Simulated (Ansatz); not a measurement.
Ga₇P₆H₂₀, a cluster cut from zinc blende GaP (hydrogen-capped), relaxed as a doublet with UKS PBE-D4/def2-SVP in Ansatz, starting from the PBE-D4/def2-SVP geometry of the charge -1 singlet. Force threshold 0.03 eV/Å.

Single mean-field runs in def2-SVP are fitted with def2-universal-jkfit.

Start:

```xyz
33

Ga   -0.782   -3.618    0.715
Ga   -1.036    3.569   -2.300
Ga    1.035   -0.967   -2.035
Ga   -2.209   -0.062   -0.223
Ga   -0.707   -0.539    3.388
Ga    1.320    1.608    0.778
Ga    2.730   -1.955    1.713
P    -2.210    1.469   -2.142
P    -0.922   -1.882   -0.980
P     0.454   -2.371    2.353
P     1.044    3.009   -1.218
P     2.283   -0.365   -0.070
P    -0.852    0.932    1.448
H     0.101   -4.802    0.129
H    -2.269   -3.896    1.213
H    -1.783    4.551   -1.301
H    -0.787    3.954   -3.817
H     1.796   -2.046   -2.914
H     0.587    0.405   -2.741
H    -3.725   -0.255    0.185
H    -2.194   -0.956    3.768
H     0.223    0.187    4.454
H     2.090    2.497    1.836
H     3.374   -3.253    1.059
H     3.508   -1.162    2.853
H    -1.983    0.721   -3.337
H    -3.580    1.814   -2.388
H    -1.727   -2.396   -2.050
H     0.586   -3.301    3.439
H     1.985    2.599   -2.211
H     1.632    4.280   -0.909
H     3.551    0.102   -0.552
H    -1.533    2.126    1.856
```

Task: Estimate the energy that the relaxation releases and the steps that it takes.

Result: 0.38 eV, in 23 steps; 2.2 min on 2 threads of AMD EPYC 7R13 on a shared host and a share (18 GiB) of an NVIDIA H100 80GB HBM3. No frequencies were taken in this run, so the end may be a saddle point.

Task: Does the start keep its bonding and symmetry?

Result: By distances, no bond broke or formed. The bond that changes most is Ga5–P10, from 2.40 to 2.47 Å (atoms count from 1).

Task: Predict the relaxed structure.

Result: 
```xyz
33

Ga   -0.970   -3.356    0.802
Ga   -1.205    3.798   -1.954
Ga    1.133   -1.232   -2.085
Ga   -2.276    0.039   -0.361
Ga   -0.896   -0.570    3.177
Ga    1.339    1.629    0.696
Ga    2.904   -1.855    1.627
P    -2.151    1.580   -2.217
P    -0.961   -1.828   -1.008
P     0.635   -2.328    2.358
P     0.984    3.023   -1.257
P     2.287   -0.361   -0.154
P    -0.863    0.945    1.330
H     0.216   -4.450    0.687
H    -2.380   -3.713    1.396
H    -1.887    4.405   -0.667
H    -1.097    4.498   -3.361
H     1.838   -2.545   -2.600
H     0.792   -0.011   -3.045
H    -3.767   -0.196    0.084
H    -2.338   -1.104    3.508
H     0.193   -0.187    4.288
H     2.091    2.439    1.816
H     3.476   -3.215    1.069
H     3.556   -1.045    2.819
H    -1.515    0.917   -3.310
H    -3.467    1.704   -2.763
H    -1.792   -2.484   -1.975
H     0.662   -3.268    3.439
H     1.626    2.395   -2.368
H     1.832    4.168   -1.134
H     3.543    0.104   -0.666
H    -1.542    2.103    1.828
```
Bond lengths (bridged metal pairs left out): 16 × Ga–P 2.36 to 2.47 Å; 12 × Ga–H 1.57 to 1.62 Å; 8 × H–P 1.43 Å.
